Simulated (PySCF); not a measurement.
# Radial density of Ti (titanium, neutral)

UHF, [Ar] 3d3 4s1, 4s spin antiparallel (an excited configuration). Calculation: PySCF 2.14, in x2c-TZVPPall; scalar relativity by spin-free X2C-1e.

```tsv
r (bohr)	4πr²ρ (e/bohr)	4πr²(ρα − ρβ)
0.00132	0.1935	-0.0001
0.00222	0.4957	-0.0001
0.00374	1.251	-0.0003
0.00629	3.032	-0.0008
0.0106	6.844	-0.0018
0.0178	13.66	-0.0034
0.0299	22.26	-0.0051
0.0503	26.12	-0.0047
0.0847	21.04	-0.0030
0.142	21.59	-0.0032
0.240	27.91	0.0706
0.403	13.71	0.4628
0.678	8.816	1.2068
1.14	8.739	1.6378
1.92	2.196	0.9160
3.23	0.5241	-0.0024
5.43	0.1723	-0.1362
9.13	0.01052	-0.0101
```

Densities and radii are taken from the X2C orbitals without a picture-change correction, which distorts them close to the nucleus.

With the s spin flipped the determinant is a mixture of two multiplicities, not a spectroscopic state.
